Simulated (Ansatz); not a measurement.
A short molecular-dynamics run on the cluster Te₂As⁺.

```yaml
crystal:
  periodic: [false, false, false]
  atoms:
    - {symbol: As, position_ang: [-0.556281, 0.145502, 1.209098]}
    - {symbol: Te, position_ang: [0.725685, -1.371552, -0.242350]}
    - {symbol: Te, position_ang: [-0.169405, 1.226050, -0.966748]}
basis:
  gaussian: {orbitals: def2-SVP}
total_charge: 1
hamiltonian: {xc: {name: r2SCAN}, dispersion: d3bjatm}
md: {timestep: 2 fs, n_steps: 15, ensemble: nvt_langevin, temperature: 1000, initial_velocities: maxwell_boltzmann, friction: 0.01, seed: 436}
scf: {omitted_lower_state_checks: [starts]}
```

```sh
$ ansatz run in.yaml --threads 4 --pin off --events-out ev --progress --plain --max-ram 3916MiB
```

```csv
step,time (fs),potential energy (eV),kinetic (eV),T (K)
0,0.0,-75419.3243,0.2585,667
1,2.0,-75419.3224,0.2252,581
2,4.0,-75419.3201,0.2210,570
3,6.0,-75419.3164,0.1910,493
4,8.0,-75419.3108,0.2032,524
5,10.0,-75419.3038,0.1422,367
6,12.0,-75419.2971,0.1558,402
7,14.0,-75419.2914,0.1079,278
8,16.0,-75419.2867,0.1029,265
9,18.0,-75419.2794,0.0991,255
10,20.0,-75419.2683,0.1633,421
11,22.0,-75419.2581,0.1665,429
12,24.0,-75419.2493,0.1772,457
13,26.0,-75419.2418,0.1752,452
14,28.0,-75419.2401,0.1925,496
15,30.0,-75419.2439,0.2387,615
```

Velocities are drawn at the set temperature; a run this short doesn't reach equilibrium. Under Langevin dynamics the printed temperature counts 3N degrees of freedom, so it starts below the set value.

In the def2 sets Te takes a core potential; there is no spin–orbit coupling.

Frames (Å, forces in eV/Å):

```xyz
3
time=0.0 fs
As   -0.556    0.146    1.209   -0.219    0.057    0.475
Te    0.726   -1.372   -0.242    0.296   -0.570   -0.087
Te   -0.169    1.226   -0.967   -0.077    0.513   -0.389
3
time=2.0 fs
As   -0.558    0.134    1.204   -0.285    0.115    0.564
Te    0.730   -1.370   -0.241    0.347   -0.604   -0.166
Te   -0.172    1.230   -0.964   -0.062    0.489   -0.398
3
time=4.0 fs
As   -0.560    0.123    1.199   -0.348    0.183    0.629
Te    0.734   -1.369   -0.239    0.399   -0.640   -0.243
Te   -0.172    1.234   -0.962   -0.050    0.457   -0.387
3
time=6.0 fs
As   -0.563    0.113    1.194   -0.416    0.249    0.704
Te    0.738   -1.368   -0.237    0.454   -0.679   -0.322
Te   -0.172    1.238   -0.959   -0.038    0.430   -0.383
3
time=8.0 fs
As   -0.564    0.103    1.189   -0.495    0.322    0.795
Te    0.741   -1.367   -0.234    0.519   -0.727   -0.411
Te   -0.173    1.242   -0.957   -0.024    0.404   -0.384
3
time=10.0 fs
As   -0.563    0.093    1.184   -0.575    0.397    0.885
Te    0.745   -1.365   -0.232    0.588   -0.782   -0.499
Te   -0.172    1.245   -0.955   -0.013    0.385   -0.386
3
time=12.0 fs
As   -0.562    0.086    1.181   -0.643    0.462    0.957
Te    0.750   -1.363   -0.228    0.648   -0.831   -0.573
Te   -0.170    1.248   -0.953   -0.005    0.369   -0.384
3
time=14.0 fs
As   -0.560    0.081    1.180   -0.697    0.517    1.011
Te    0.754   -1.362   -0.224    0.696   -0.867   -0.633
Te   -0.168    1.251   -0.950    0.001    0.350   -0.378
3
time=16.0 fs
As   -0.559    0.077    1.180   -0.741    0.564    1.048
Te    0.757   -1.360   -0.221    0.734   -0.894   -0.682
Te   -0.165    1.255   -0.948    0.007    0.331   -0.366
3
time=18.0 fs
As   -0.558    0.073    1.178   -0.800    0.608    1.122
Te    0.760   -1.358   -0.217    0.785   -0.938   -0.741
Te   -0.164    1.258   -0.944    0.015    0.329   -0.381
3
time=20.0 fs
As   -0.558    0.068    1.174   -0.885    0.659    1.241
Te    0.763   -1.356   -0.214    0.856   -0.997   -0.822
Te   -0.164    1.261   -0.940    0.030    0.337   -0.419
3
time=22.0 fs
As   -0.558    0.061    1.171   -0.963    0.714    1.331
Te    0.767   -1.354   -0.210    0.920   -1.040   -0.898
Te   -0.164    1.265   -0.936    0.043    0.326   -0.433
3
time=24.0 fs
As   -0.559    0.054    1.168   -1.029    0.758    1.404
Te    0.772   -1.353   -0.207    0.974   -1.072   -0.961
Te   -0.163    1.269   -0.931    0.055    0.314   -0.443
3
time=26.0 fs
As   -0.561    0.048    1.164   -1.086    0.783    1.475
Te    0.777   -1.353   -0.204    1.014   -1.086   -1.013
Te   -0.162    1.272   -0.926    0.072    0.303   -0.462
3
time=28.0 fs
As   -0.563    0.042    1.163   -1.107    0.790    1.485
Te    0.783   -1.353   -0.202    1.021   -1.061   -1.034
Te   -0.162    1.276   -0.922    0.085    0.271   -0.452
3
time=30.0 fs
As   -0.565    0.037    1.163   -1.093    0.773    1.449
Te    0.791   -1.351   -0.200    0.998   -1.003   -1.022
Te   -0.163    1.280   -0.918    0.095    0.230   -0.427
```

Hardware: 4 threads of Arm Neoverse V1 on a shared host. Wall time 27 s.
